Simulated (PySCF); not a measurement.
# How methods differ on the excitation energy of Co⁺

Co⁺ [Ar] 3d8 (3F) → Co⁺ [Ar] 3d7 4s1 (5F), as a difference of total energies. Computed with PySCF 2.14 in aug-cc-pwCVTZ-DK with one added diffuse shell each of s, p, d, f, g type (11s10p8d5f4g, 152 functions), with the spin-free X2C one-electron Hamiltonian (Gaussian nucleus). The calculations carry no spin-orbit coupling.

```
method  excitation energy (eV)  error (eV)
   UHF                  -1.518      -1.947
  BP86                   0.570      +0.141
  PW91                   0.558      +0.129
   M06                   1.045      +0.616
```

Reference: 0.429 eV (measured; NIST levels, between the centres of gravity of the two terms).
